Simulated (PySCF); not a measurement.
## Telling isomers of C6H6N4 apart by NMR

[PySCF: shieldings: GIAO PBE0/pcSseg-1; GFN2-xTB structure; isolated molecule; one computed conformer; relativity neglected; averaged over atoms made equivalent by symmetry, fast rotation or ring inversion]

Shifts are taken against calculated references (same method and geometry level): TMS for ¹H, ¹³C. Where no couplings were computed, multiplicities follow the n + 1 count of equivalent neighbours, and m marks all less simple cases (inequivalent or close neighbours, rings, F or P nearby). Shifts are as computed. Against solution values, carbons near 30 ppm lie about +3 ppm off and those near 130 ppm about +5 ppm (rms about the fit 2.1 ppm; single classes can miss by 10 ppm). Of 1328 compounds with measured shifts, 309 miss one by over three times the rms of a fit or turn the order of signals round; such compounds aren't used in these exercises. Signals without a measured value on file couldn't be tested in this way; 1H shifts scatter by 0.2 ppm about their fit, and single ones miss by 0.5 ppm.

(1) Tabulate the signals of `Cc1nnnc(C#N)c1C`, `C=Cc1nn(C)nc1C#N` and their relative energies.

(2) What is the quickest way to tell Cc1nnnc(C#N)c1C from C=Cc1nn(C)nc1C#N?

Answers

(1) 
```tsv
SMILES	carbon types	δC	δH	E rel. (kcal/mol)
Cc1nnnc(C#N)c1C	4×C 2×CH3	162.6, 141.5, 139.3, 120.3, 23.0, 16.8	2.89 (s, 3H), 2.57 (s, 3H)	13.2
C=Cc1nn(C)nc1C#N	3×C 1×CH 1×CH2 1×CH3	158.6, 130.3, 128.6, 125.4, 117.0, 42.2	7.12 (m, 1H), 6.92 (m, 1H), 5.98 (m, 1H), 4.30 (s, 3H)	0.0
```

Energies are electronic energies at PBE0/pcSseg-1 on these geometries, without zero-point or thermal terms, each for the one conformer computed, which needn't be the lowest.

(2) Both give the same number of carbon signals, but DEPT or the intensities differ. The first has a methyl carbon on an aromatic ring (CH3) at 16.8 ppm, the second an alkene CH at 130.3 ppm. Their most deshielded carbons lie at 162.6 and 158.6 ppm. In the proton spectra the most deshielded non-exchanging signals are 2.89 (s, 3H) and 7.12 (m, 1H).
